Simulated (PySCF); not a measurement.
All values below come from B3LYP-D3(BJ)/def2-TZVP (PySCF). All species are isolated molecules in the gas phase. B3LYP has the VWN-RPA correlation part, as in Gaussian. Delta-SCF ions had no search for a lower state. Excitations are Tamm–Dancoff values on a coarser integration grid. The basis has no diffuse functions, so Rydberg states are missing or too high.

Reference species (SMILES): `N(=[SiH2])C#C` (neutral, multiplicity 1).

```
Item                                      Result
--------------------------------------  --------
HOMO                                    -6.11 eV
vertical ionisation energy (Delta-SCF)   8.29 eV
S1–T1 gap (TDA)                          0.25 eV
HOMO–LUMO gap                            3.50 eV
```

Changed species: `[H]/N=[SiH]/C#C`.

### Question
What does the change do to the HOMO, vertical ionisation energy (Delta-SCF), S1–T1 gap (TDA) and HOMO–LUMO gap?

### Answer
the HOMO falls by 1.23 eV, to -7.34 eV; the vertical ionisation energy (Delta-SCF) rises by 1.29 eV, to 9.58 eV; the S1–T1 gap (TDA) increases by 0.60 eV, to 0.85 eV; the HOMO–LUMO gap rises by 1.69 eV, to 5.19 eV.
